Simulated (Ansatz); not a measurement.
B (SMILES [B-]), charge -1, triplet (a gas-phase anion, which may not be bound at this level); HF/6-31G* (Ansatz, a quantum-chemistry and plane-wave program).

Ansatz was given this input:
Ansatz 0.2 input:
```yaml
crystal:
  periodic: [false, false, false]
  atoms:
    - {symbol: B, position_ang: [0.00000000, 0.00000000, 0.00000000]}
basis:
  gaussian:
    orbitals: 6-31G*
hamiltonian:
  xc: hf
total_charge: -1
magnetization: {spin_polarized: true, initial_magnetization: 2}
```

Q: Predict the main parts of the log of this Ansatz run.

A: 
```
Functional definition: HF
71 factors; integrals over basis functions are off by at most 2.0e-4 eV
mean field evaluation 1: about -665.2397 eV, gradient 6.4e0 eV
mean field evaluation 2: about -665.2428 eV, gradient 6.4e0 eV
mean field evaluation 4: about -665.7156 eV, gradient 2.7e-1 eV
mean field evaluation 8: about -665.7163 eV, gradient 1.9e-3 eV
mean field evaluation 16: about -665.6946 eV, gradient 3.7e-1 eV
mean field evaluation 32: about -665.7163 eV, gradient 3.5e-3 eV
mean field -665.71630487 eV, -24.4646229654 hartree, gradient 7.2e-6 eV, S^2 2.002826; 2 other end points of the search recorded, 0 dependent functions left out
reference -665.71630487 eV, -24.4646229654 hartree; 4, 2 occupied and 11, 13 virtual orbitals, 71 factors
Total energy: -665.71630487 eV, -24.4646229654 hartree
```
